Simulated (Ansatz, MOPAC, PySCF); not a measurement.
Donor–acceptor adduct: AlH3 (SMILES [AlH3]) (first 4 atoms) with H2O (SMILES O); geometry from B3LYP-D3(BJ)/def2-TZVP, rigid monomers moved along the line of their centres of mass till Al1···O5 is 2.35 Å.
(charge 0, multiplicity 1):
```xyz
7

Al    -0.02131     0.21827     0.32569
H      0.60330    -0.93481    -0.56573
H     -1.60833     0.38573     0.33738
H      0.86874     1.50996     0.61919
O      0.12837    -0.65633     2.50266
H     -0.73668    -0.75793     2.92027
H      0.67647    -0.11171     3.08232
```

Counterpoise-corrected where a basis set is named; no monomer relaxation.

Correlated levels freeze the cores. CBS(a, b) extrapolates the correlation energy as X⁻³ and adds the Hartree–Fock energy of set b. The state that AM1 reach isn't checked.

Codes used: Ansatz (Gaussian orbitals); MOPAC for AM1 (differences of heats of formation); PySCF for the dispersion terms. Values without a source in brackets are computed.

The comparison value is -80.6 kJ/mol (CCSD(T)/CBS(aug-cc-pV(D+d)Z, aug-cc-pV(T+d)Z)). It is a level with limits of its own, not the exact answer.

Task: Order these levels by how close they come to the comparison value for the interaction energy, closest first: PBE/def2-TZVPPD, AM1, r2SCAN-D4/def2-TZVPPD, HF/aug-cc-pV(T+d)Z, HF/aug-cc-pV(D+d)Z. Give each level's value less the comparison value.

Result: PBE/def2-TZVPPD (4.0 kJ/mol), r2SCAN-D4/def2-TZVPPD (-5.1 kJ/mol), HF/aug-cc-pV(T+d)Z (7.3 kJ/mol), HF/aug-cc-pV(D+d)Z (8.3 kJ/mol), AM1 (14.2 kJ/mol)

Ansatz is a first-principles code.
